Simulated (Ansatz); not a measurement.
Cartesian coordinates in Å:
```
C 1.030 0.078 1.228
C 0.265 -0.191 0.211
C -0.503 -0.444 -0.802
S -1.645 0.639 -1.581
Br -0.478 -2.153 -1.622
H 0.697 -0.095 2.248
H 2.031 0.479 1.093
H -1.398 1.687 -0.775
```

Charge 0, multiplicity 1.

(1) List the CAM-B3LYP/def2-TZVPP orbital energies in eV (Ansatz). (An estimate is asked.)

Answers

(1) Ansatz gave: Occupied: -13141.35, -2420.57, -1702.82, -1534.61, -1534.50, -1534.50, -281.37, -279.73, -279.64, -238.90, -218.57, -179.91, -179.57, -179.57, -163.19, -163.08, -162.92, -74.23, -74.13, -74.13, -73.86, -73.86, -25.90, -23.57, -23.00, -20.63, -16.30, -15.22, -14.57, -13.52, -12.05, -11.97, -10.01, -9.52, -9.47, -7.93. Lowest empty: -0.16, 1.05, 1.10, 1.57, 2.73, 3.86, 4.13, 4.49.
